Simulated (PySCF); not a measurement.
**Ba (barium, neutral) across methods**

[Xe] 6p2, high-spin 3P determinant (an excited configuration). Calculation: PySCF 2.14, in x2c-TZVPPall with one added diffuse shell each of s, p, d type (12s8p7d2f1g, 94 functions); the spin-free X2C one-electron Hamiltonian (Gaussian nucleus). The B2PLYP total includes its PT2 part (frozen core); its orbital energies are those of the SCF part.

```csv
method,E (hartree),mean ε 5p α (eV),mean ε 5p β (eV),mean ε 6p α (eV),Σ⟨r²⟩ (bohr²),⟨S²⟩
TPSSh,-8134.26,-21.573,-21.500,-2.474,123.3,2.000
UHF,-8131.47840,-26.632,-26.482,-3.434,135.7,2.000
B2PLYP,-8133.80,-23.942,-23.837,-2.864,128.6,2.000
PBE0,-8134.23,-22.444,-22.345,-2.726,124.1,2.000
PBE,-8134.16,-20.714,-20.631,-2.371,122.3,2.000
BHandHLYP,-8134.58,-23.940,-23.845,-2.838,127.3,2.000
LDA,-8127.55,-20.870,-20.781,-2.355,122.4,2.000
```

(1) Estimate the same row for r2SCAN.

Spin-orbit coupling, absent here, splits the open shell strongly.

## Answers

(1) E (hartree) = -8134.58; mean ε 5p α (eV) = -21.305; mean ε 5p β (eV) = -21.269; mean ε 6p α (eV) = -2.383; Σ⟨r²⟩ (bohr²) = 124.3; ⟨S²⟩ = 2.000.
